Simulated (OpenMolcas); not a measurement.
**Al: effect of the IPEA shift**

- Program: OpenMolcas
- Basis: ANO-RCC-VTZP [5s4p2d1f]
- Scalar Hamiltonian: DKH2, point nucleus
- Active space: 3 electrons in 4 orbitals (3s 3p)
- State averaging: 2S+1 = 4 odd, 1 root (0 in the spin-orbit step); 2S+1 = 2 odd, 3 roots; 2S+1 = 4 even, 3 roots; 2S+1 = 2 even, 5 roots
- Spin-orbit coupling: state interaction with AMFI integrals over the reference wave functions, term energies averaged over their components

Methods on the same reference wave functions:
A. CASSCF
B. SS-CASPT2, IPEA 0 Eh, imaginary shift 0.1 Eh (closed shells correlated: 2s 2p)
C. SS-CASPT2, IPEA 0.25 Eh, imaginary shift 0.1 Eh (closed shells correlated: 2s 2p)

Energies in cm-1 above 3s2 3p 2P* 1/2, the measured ground level; measured values from NIST Handbook of Basic Atomic Spectroscopic Data.

| Level | A | B | C | Measured |
| --- | --- | --- | --- | --- |
| 3s2 3p 2P* 1/2 | 0.0 | 0.0 | 0.0 | 0.0 |
| 3s2 3p 2P* 3/2 | 103 | 103 | 103 | 112 |
| 3s 3p2 4P 1/2 | 23042 | 27386 | 26783 | 29020 |
| 3s 3p2 4P 3/2 | 23079 | 27423 | 26821 | 29067 |
| 3s 3p2 4P 5/2 | 23141 | 27485 | 26883 | 29143 |
| 3s 3p2 2D 3/2 | 45047 | 37930 | 40988 |  |
| 3s 3p2 2D 5/2 | 45047 | 37931 | 40988 |  |

Deviations, from unrounded energies. A percentage is the sum of absolute deviations over the sum of measured energies, with the sign that they share, or ± where signs differ.

| Against measurement | Levels | A | B | C |
| --- | --- | --- | --- | --- |
| mean absolute deviation (cm-1) | 4 | 4500 | 1200 | 1700 |
| fine structure of the ground term (%) | 1 | -7.9 | -7.9 | -7.9 |
| other configurations (%) | 3 | -20.6 | -5.7 | -7.7 |

B lies closest to measurement on these levels and A furthest from it. The largest miss of B in the table is 3s 3p2 4P 5/2, by -1700 cm-1. The ranking rests on the paired levels alone, and a cruder setting can come out closer through cancelling errors.

Between B and C the level of the table that moves most is 3s 3p2 2D 3/2, by 3100 cm-1 (lowest in B, highest in C).

The lowest spin-free term lies below A's lowest term by 0.240 hartree in B, 0.234 hartree in C.

Over all roots computed the reference weight is 0.87 to 0.97 in B; the roots of lowest weight are the least certain, and an intruder state may touch them. Terms of s pⁿ other than that of highest spin mix with s² pⁿ⁻² d, which this space lacks; all of them can be thousands of cm-1 off, and some have no real level of that name. Without dynamic correlation excited terms often stand tens of per cent too high (terms of higher spin than the ground term too low), and those without a measured partner can miss by more than the paired ones (holds for A). Computed and measured levels are paired by configuration, term and J; levels that our copy of the source lacks, or whose pairing is in doubt (as where it misses far off the trend of its configuration), stay unpaired and out of the deviations. Levels of configurations outside the active space are missing.

* marks odd parity.
